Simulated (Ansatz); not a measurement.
Molecule: sum formula Si$_{2}$H$_{5}$F, charge 0, multiplicity 1. 
Structure (B3LYP-D3(BJ)/def2-TZVP (Ansatz, a program for electronic structure) minimum search):
SMILES: F[SiH2][SiH3]
```xyz
8

F     -1.4907     0.9927     0.4651
Si    -0.8103    -0.3708    -0.0655
Si     1.5193    -0.1031    -0.1563
H     -1.1958    -1.4565     0.8663
H     -1.3754    -0.6627    -1.4038
H      2.1164    -1.3703    -0.6467
H      1.8827     0.9927    -1.0856
H      2.0627     0.1971     1.1894
```
Charge 0, spin multiplicity 1.

Computed values are from Ansatz. Valence correlation only, unless marked. UHF or UKS for open shells. No spin-orbit coupling. Non-relativistic. Basis-set limits of correlation are two-point, X^-3; Hartree-Fock from the larger set (for Q and 5 zeta extrapolated as (X+1)exp(-9√X)). [CCSD(T)-MP2]/basis is that difference in the basis named.

Problem. What is the atomisation energy De at CCSD(T)/CBS(cc-pV(Q+d)Z,cc-pV(5+d)Z)?

Solution. 2477.6 kJ/mol.

Problem. What is the total energy at CCSD(T)/CBS(cc-pV(Q+d)Z,cc-pV(5+d)Z)?

Solution. -680.9934 Eh.

Problem. What is the vertical triplet-singlet gap at RI-MP2/CBS(aug-cc-pV(T+d)Z,aug-cc-pV(Q+d)Z)+[CCSD(T)-MP2]/aug-cc-pV(T+d)Z?

Solution. 5.85 eV.

Problem. What is the vertical ionisation energy (to the doublet) at RI-MP2/CBS(aug-cc-pV(T+d)Z,aug-cc-pV(Q+d)Z)+[CCSD(T)-MP2]/aug-cc-pV(T+d)Z?

Solution. 10.86 eV.

Problem. What is the T1 diagnostic at CCSD/cc-pV(5+d)Z?

Solution. 0.012.
